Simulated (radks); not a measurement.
Values are calculated unless marked as measured or tabulated.
How relativity changes the ionisation of neutral nitrogen ([He] 2s2 2p3) to N+ ([He] 2s2 2p2). Spin-unpolarised spherical Kohn-Sham, PBEsol, point nucleus unless stated (finite: rms radius 2.5582 fm), a radial shooting solver on a logarithmic mesh with Libxc functionals. A level marked "c x" has the speed of light scaled by that factor and shares open shells by 2j + 1; other Dirac levels either fill j = l - 1/2 first or share by 2j + 1.

non-rel.: E(N) (hartree) -54.20997; E(N+) (hartree) -53.71288; IE (eV) 13.527; HOMO 2p; <r> HOMO (bohr) 1.484
scalar-rel.: E(N) (hartree) -54.24172; E(N+) (hartree) -53.74484; IE (eV) 13.521; HOMO 2p; <r> HOMO (bohr) 1.484
scalar-rel., finite nucleus: E(N) (hartree) -54.24171; E(N+) (hartree) -53.74483; IE (eV) 13.521; HOMO 2p; <r> HOMO (bohr) 1.484
Dirac, 2j+1 shares: E(N) (hartree) -54.24172; E(N+) (hartree) -53.74484; IE (eV) 13.521; HOMO 2p3/2; <r> HOMO (bohr) 1.484
Dirac, low j first: E(N) (hartree) -54.24242; E(N+) (hartree) -53.74601; IE (eV) 13.508; HOMO 2p3/2; <r> HOMO (bohr) 1.484
Dirac, 2j+1 shares, finite nucleus: E(N) (hartree) -54.24171; E(N+) (hartree) -53.74483; IE (eV) 13.521; HOMO 2p3/2; <r> HOMO (bohr) 1.484
Dirac, c x 1.5: E(N) (hartree) -54.22407; E(N+) (hartree) -53.72707; IE (eV) 13.524; HOMO 2p3/2; <r> HOMO (bohr) 1.484
Dirac, c x 2: E(N) (hartree) -54.21790; E(N+) (hartree) -53.72086; IE (eV) 13.525; HOMO 2p3/2; <r> HOMO (bohr) 1.484
Dirac, c x 10: E(N) (hartree) -54.21029; E(N+) (hartree) -53.71320; IE (eV) 13.526; HOMO 2p3/2; <r> HOMO (bohr) 1.484

NIST Atomic Spectra Database: 14.534 eV (measured). The relativistic part of the total energy of N is -0.03174 hartree (Dirac, 2j+1 shares, finite nucleus), 0.059 % of the non-relativistic value. Spin polarisation and multiplet splitting of open shells are left out at every level.

Beside tabulated values, note that spin-unpolarised runs miss the spin-polarisation part of the exchange energy of open shells.
